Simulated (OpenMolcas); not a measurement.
# Mn4+: effect of the IPEA shift

```json
{
  "Program": "OpenMolcas 26.06",
  "Basis": "ANO-RCC-VTZP [6s5p3d2f1g]",
  "Scalar Hamiltonian": "DKH2, point nucleus",
  "Active space": "9 electrons in 8 orbitals (RAS1 3p, at most 2 holes; RAS2 3d)",
  "State averaging": "2S+1 = 4 even, 10 roots; 2S+1 = 2 even, 40 roots",
  "Spin-orbit coupling": "RASSI with atomic mean-field integrals over the reference wave functions, term energies averaged over their components"
}
```

Methods on the same reference wave functions:
A. RASSCF
B. MS-RASPT2, IPEA 0 Eh, imaginary shift 0.1 Eh (closed shells correlated: 3s)
C. MS-RASPT2, IPEA 0.25 Eh, imaginary shift 0.1 Eh (closed shells correlated: 3s)

Energies in cm-1 above 3d3 4F 3/2, the measured ground level; measured values from Corliss and Sugar, J. Phys. Chem. Ref. Data 6, 1253 (1977).

```
               Level      A      B      C  Measured
          3d3 4F 3/2    0.0    0.0    0.0       0.0
          3d3 4F 5/2    386    387    387       359
          3d3 4F 7/2    909    911    910       835
          3d3 4F 9/2   1557   1555   1555      1412
          3d3 4P 1/2  19194  16860  17080     16434
          3d3 4P 3/2  19334  17010  17230     16595
          3d3 4P 5/2  19821  17480  17700     17049
          3d3 2G 7/2  20962  17800  18270     17892
          3d3 2G 9/2  21509  18340  18810     18399
          3d3 2P 1/2  24907  23070  23490     23082
   3d3 2P 3/2 [71 %]  24997  23030  23460     22919
3d3 2D 3/2(1) [72 %]  27212  24970  25430     24670
       3d3 2D 5/2(1)  27516  25080  25570     24630
          3d3 2H 9/2  29210  24980  25350     24975
         3d3 2H 11/2  29623  25380  25750     25334
          3d3 2F 7/2  46526  40960  41380     40423
          3d3 2F 5/2  46758  41200  41610     40707
       3d3 2D 5/2(2)  68999  63930  64230     62608
       3d3 2D 3/2(2)  69323  64180  64500     62854
```

Deviations, from unrounded energies. A percentage is the sum of absolute deviations over the sum of measured energies, with the sign that they share, or ± where signs differ.

```tsv
Against measurement	Levels	A	B	C
mean absolute deviation (cm-1)	18	3200	350	640
fine structure of the ground term (%)	3	+9.4	+9.4	+9.4
other terms of the ground configuration (%)	15	+13.1	±1.4	+2.6
```

B lies closest to measurement on these levels and A furthest from it. The largest miss of B in the table is 3d3 2D 3/2(2), by +1300 cm-1. The ranking rests on the paired levels alone, and a cruder setting can come out closer through cancelling errors.

Between B and C the level of the table that moves most is 3d3 2D 5/2(1), by 490 cm-1 (lowest in B, highest in C). Moves below CASPT2's spread within the term are not significant.

The mean deviations of B to C differ by less than CASPT2's widest spread within a term (1200 cm-1), so their order carries little weight.

From A to B the spin-free energies of the other terms of 3d3 shown, above 4F, scale by factors of 0.84 to 0.93, as is usual when dynamic correlation screens the repulsion within a d or f shell.

The lowest spin-free term lies below A's lowest term by 0.264 hartree in B, 0.260 hartree in C.

Term energies are means over components that CASPT2 splits; among the terms shown or strongly mixed into the levels shown the widest spread is 1200 cm-1 (3d3 4F, C). Active for correlation alone: 3p; no level in the range computed is led by a configuration that opens it, so any true level of that kind is missing. Without dynamic correlation excited terms often stand tens of per cent too high (terms of higher spin than the ground term too low), and those without a measured partner can miss by more than the paired ones (holds for A). The CASPT2 spread within a term exceeds the gap to the next term for 3d3 2D(1) and 3d3 2H, so the order of their levels is uncertain (holds for B; C). Measured partners are found by configuration, term and J. A level has none where our copy of the source lacks it or the pairing is in doubt (some pairs that miss far off the trend of their configuration count as doubtful), and it then counts in no deviation. Only configurations of the active space appear.

A share in square brackets marks a mixed level and gives the weight of the term that names it, the lowest over the columns. A number in round brackets counts repeated terms of one configuration in the order of the reference energies.
